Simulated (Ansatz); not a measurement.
Abridged output of a molecular run in Ansatz:

```
Functional definition: HF
937 factors; integrals over basis functions are off by at most 1.2e-3 eV
mean field evaluation 1: about -13041.1955 eV, gradient 3.7e1 eV
mean field evaluation 2: about -13041.2034 eV, gradient 3.7e1 eV
mean field evaluation 4: about -13044.8205 eV, gradient 4.6e0 eV
mean field evaluation 8: about -13044.9208 eV, gradient 3.4e-1 eV
mean field evaluation 16: about -13044.8122 eV, gradient 4.5e0 eV
mean field -13044.92161835 eV, -479.3920273088 hartree, gradient 2.3e-6 eV, S^2 0.000000; 0 other end points of the search recorded, 0 dependent functions left out; unrestricted orbitals would lower it
9 core orbitals not correlated: weight in the atoms' cores, before any rotation towards them, 1.000 or more for the frozen orbitals, at most 0.000 for the correlated occupied ones
reference -13044.92161835 eV, -479.3920273088 hartree; 13, 13 occupied and 72, 72 virtual orbitals, 937 factors
second order -17.76127050 eV of doubles, -0.00000000 eV of singles
cycle   1  -17.98607948 eV  change   -2.2e-1 eV  update   1.2e-1
cycle   2  -18.61151949 eV  change   -6.3e-1 eV  update   4.1e-2
cycle   3  -18.78754114 eV  change   -1.8e-1 eV  update   2.2e-2
cycle   4  -18.78978067 eV  change   -2.2e-3 eV  update   6.5e-3
cycle   5  -18.79253830 eV  change   -2.8e-3 eV  update   2.9e-3
cycle   6  -18.79366252 eV  change   -1.1e-3 eV  update   8.3e-4
cycle   7  -18.79342588 eV  change    2.4e-4 eV  update   3.6e-4
cycle   8  -18.79340719 eV  change    1.9e-5 eV  update   1.1e-4
cycle   9  -18.79341849 eV  change   -1.1e-5 eV  update   5.0e-5
cycle  10  -18.79340034 eV  change    1.8e-5 eV  update   1.8e-5
perturbative correction -0.73609482 eV, -0.0270509855 hartree
Total energy: -13064.45111351 eV, -480.1097230183 hartree
```

Its atoms:

Cartesian coordinates in Å:
```
C 1.776 1.604 0.060
C 0.981 0.854 -0.446
C -0.022 -0.080 -0.910
O -0.198 -0.317 -2.084
Si -1.072 -0.934 0.470
H 2.490 2.274 0.479
H -2.043 -1.838 -0.186
H -1.761 0.121 1.256
H -0.151 -1.684 1.361
```

Problem. Which basis set was used?
A. def2-SVP
B. def2-QZVPP
C. cc-pV(Q+d)Z
D. cc-pV(T+d)Z

Solution. A. It gives 94 functions.

Problem. Write the keys of the input that set method, charge and spin (a neutral closed shell needs none for the last two).

Solution. 
```yaml
correlation: {method: ccsd_t}
```
